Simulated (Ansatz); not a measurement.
Input file:

```yaml
accuracy: low
crystal:
  lattice:
    - [0.0, 5.43, 5.43]
    - [5.43, 0.0, 5.43]
    - [5.43, 5.43, 0.0]
  atoms:
    - { symbol: Si, position: [0.0, 0.0, 0.0] }
    - { symbol: Si, position: [0.125, 0.125, 0.125] }
    - { symbol: Si, position: [0.0, 0.0, 0.5] }
    - { symbol: Si, position: [0.125, 0.125, 0.625] }
    - { symbol: Si, position: [0.0, 0.5, 0.0] }
    - { symbol: Si, position: [0.125, 0.625, 0.125] }
    - { symbol: Si, position: [0.0, 0.5, 0.5] }
    - { symbol: Si, position: [0.125, 0.625, 0.625] }
    - { symbol: Si, position: [0.5, 0.0, 0.0] }
    - { symbol: Si, position: [0.625, 0.125, 0.125] }
    - { symbol: Si, position: [0.5, 0.0, 0.5] }
    - { symbol: Si, position: [0.625, 0.125, 0.625] }
    - { symbol: Si, position: [0.5, 0.5, 0.0] }
    - { symbol: Si, position: [0.625, 0.625, 0.125] }
    - { symbol: Si, position: [0.5, 0.5, 0.5] }
    - { symbol: Si, position: [0.625, 0.625, 0.625] }
    - { symbol: Si, position: [0.8082205, 0.3229398, 0.3139529] }
basis:
  ecutwfc: 420.0
kpoints:
  mp_grid: { grid: [2, 2, 2] }
hamiltonian:
  xc: pbe
  dispersion: d3bj
  pseudopotentials: { kind: paw, azcp: { folder: soft_1 } }
scf:
  occupations: { method: fermi_dirac, width: 0.02 }
  lower_state_search: "off"
relax:
  f_tol: 0.08
  max_steps: 25
  adjacent_minimum: "off"
```

Run as:

```bash
$ ansatz run input.yaml --threads 1 --pin off --max-ram 3072MiB --backend cpu --events-out ev --progress --plain --runs-dir out
```

Hardware: 1 thread of Intel(R) Xeon(R) Platinum 8488C (Sapphire Rapids), on a shared host.

Q: Roughly how long does this run take, and how much memory?

A: 35 s, with a peak of 0.57 GiB, for 10 ionic steps.
